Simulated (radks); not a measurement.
All-electron atom: Co+ in [Ar] 3d8 (the NIST ground configuration).

All-electron calculation, scalar-relativistic Kohn-Sham, PBE, spin-polarised, spherical densities, point nucleus; open shells are filled with parallel spins first. Program: a radial shooting solver on a logarithmic mesh with Libxc functionals.

Energy parts (eV):
| part | energy |
|---|---|
| total | -37903.854 |
| kinetic | 38393.002 |
| electron-nucleus | -90713.570 |
| Hartree | 16033.672 |
| exchange-correlation | -1616.958 |

Orbitals (lengths in bohr, moments of r in powers of bohr):
orbital	occ.	eigenvalue (eV)	<r>
1s down	1	-7596.287	0.05619
1s up	1	-7596.282	0.05619
2s up	1	-901.7969	0.2555
2s down	1	-900.8508	0.2553
2p up	3	-772.6992	0.2250
2p down	3	-771.9864	0.2248
3s up	1	-106.5182	0.7774
3s down	1	-104.4453	0.7786
3p up	3	-69.9046	0.8228
3p down	3	-67.8720	0.8251
3d up	5	-13.0300	1.120
3d down	3	-11.2459	1.168

The highest occupied level is 3d down at -11.246 eV. Summed over all electrons, <r^2> = 21.00 bohr^2, which gives a Langevin (diamagnetic) susceptibility term of -16.6 x 10^-6 cm^3/mol. Spin moment in Bohr magnetons: 2. The density falls to 0.001 e/bohr^3 at r = 3.44 bohr.
